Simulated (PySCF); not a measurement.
**Worked example: entropy of an ideal gas**

BeBrH3Si, SMILES [SiH3][Be][Br].

Geometry optimised at ωB97X-D3(BJ)/def2-TZVP.

ωB97X-D3(BJ)/def2-TZVP (PySCF) gives the harmonic wavenumbers 163, 163, 271, 497, 497, 881, 937, 959, 959, 2227, 2229, 2229 cm⁻¹ and the rotational temperatures 4.1809, 0.0605, 0.0605 K. The molar mass is 120.03 g/mol, the symmetry number 3, the spin multiplicity 1.

**Question.** Work out the entropy at 298.15 K and 1 atm in the rigid-rotor, harmonic-oscillator model.

**Answer.** 
Translation (Sackur–Tetrode at 1 atm): S = R[1.5 ln M + 2.5 ln T − 1.16487] = 168.5 J/(mol K).
Rotation: q = (√π/σ) T^1.5/√(θA θB θC) = 24600, S = R[ln q + 3/2] = 96.5 J/(mol K).
Vibration: with u = 1.4388 ν/T, each mode gives R[u/(e^u − 1) − ln(1 − e^−u)]:
```
ν (cm⁻¹)  modes     u  S (J/(mol K))
--------  -----  ----  -------------
163           2  0.79          21.04
271           1  1.31           6.65
497           2  2.40           5.57
881           1  4.25           0.63
937           1  4.52           0.50
959           2  4.63           0.92
```
The stiffer modes add less than 0.005 each. Sum 35.3 J/(mol K).
Spin: R ln 1 = 0.0 J/(mol K).
Total 300.3 J/(mol K); the program's own thermochemistry gives 300.3. Translation makes up 56 % and vibration 12 %. Anharmonicity, hindered rotation and orbital degeneracy are left out.
